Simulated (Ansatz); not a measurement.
Ideal-gas functions of `B[SiH](F)BCl` at 600 K and 1 bar, from an Ansatz frequency run at PBE0-D4/def2-TZVP.

Molar mass 108.19 g/mol, point group C1 (symmetry number 1), electronic degeneracy 1, moments of inertia 88.316, 335.533, 400.699 u Å². Harmonic wavenumbers (cm⁻¹, unscaled): 67, 100, 131, 204, 243, 247, 525, 569, 608, 662, 770, 802, 854, 878, 914, 1046, 1154, 2181, 2592, 2646, 2684.

Use S(trans) = R[1.5 ln M + 2.5 ln T − 1.1517]; rotational temperatures θ = 24.2544 K / I; S(rot) = R[ln(√π/σ · √(T³/θAθBθC)) + 1.5]; for each mode x = 1.438777 ν̃/T, S = R[x/(eˣ − 1) − ln(1 − e⁻ˣ)] and H = RT x/(eˣ − 1); 1 cm⁻¹ = 0.0119627 kJ/mol; R = 8.31446 J/(mol·K).

Question: By hand: the entropy, in J/(mol·K).

Answer: Translation 181.8. Rotation: θ = 0.2746, 0.0723, 0.0605 K, giving 125.0. Vibration, mode by mode: 23.53, 20.21, 17.98, 14.34, 12.92, 12.79, 6.93, 6.35, 5.88, 5.29, 4.30, 4.05, 3.67, 3.51, 3.28, 2.55, 2.08, 0.28, 0.12, 0.11, 0.10, in all 150.3. Electronic 0.0. Sum 457.1 J/(mol·K).

Question: By hand: H − E and G − E in kJ/mol, counted from the electronic energy.

Answer: Zero-point energy ½ × 19877 × 0.0119627 = 118.9; thermal vibration 43.6; translation, rotation and pV give 4 RT = 20.0. H − E = 182.5 kJ/mol, and G − E = 182.5 − 600 × 457.1/1000 = -91.8 kJ/mol.

Vibration gives 33 % of the entropy, 61.7 J/(mol·K) of it from the modes under 150 cm⁻¹: soft modes count most, and the harmonic formula is weakest for them. The sum counts one conformer and one mirror image; others add a mixing term.
